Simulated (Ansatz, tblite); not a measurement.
Cost and result up the ladder for the cluster Na4Li (5 atoms). The state is a doublet with charge 0. Geometry: PBE/def2-TZVP.

| atom | x (Å) | y (Å) | z (Å) |
| --- | --- | --- | --- |
| Li1 | -0.5977 | -0.3947 | -0.4596 |
| Na2 | -2.5773 | -1.2367 | 1.8789 |
| Na3 | 0.3192 | 0.4935 | 2.4697 |
| Na4 | 0.6837 | -0.0546 | -3.3580 |
| Na5 | 2.1721 | 1.1925 | -0.5310 |

Ansatz on 4 threads of Arm Neoverse V2 on a shared host; xTB runs through tblite on one thread. Times are rough, summed over both states, and most runs start from the orbitals of an earlier one. No level here is sound enough to serve as a yardstick. The other state is a singlet.

The xTB rows come from tblite. The structure comes from a short search, and lower isomers may exist.

Run but left out: HF/def2-TZVPP, MP2/def2-TZVPP, CCSD/def2-TZVPP, CCSD(T)/def2-TZVPP (doublet: ⟨S²⟩ 1.42, where a pure state has 0.75).

Raw xTB energies of ions are shifted by several eV, and xTB has no spin-polarisation term.

```
                      level  functions  wall time  vertical IE (eV)                                                                              remarks
                   GFN2-xTB         20    0.004 s              6.51                                                                                    –
PBE/def2-TZVP (with forces)        142      4.1 s              4.26                                           restricted SCF unstable in HF (+1 singlet)
             PBE0/def2-TZVP        142      5.1 s              4.22                                           restricted SCF unstable in HF (+1 singlet)
           r2SCAN/def2-TZVP        142       19 s              4.23  restricted SCF unstable in HF (+1 singlet), spin-contaminated (⟨S²⟩ 0.85) (doublet)
```
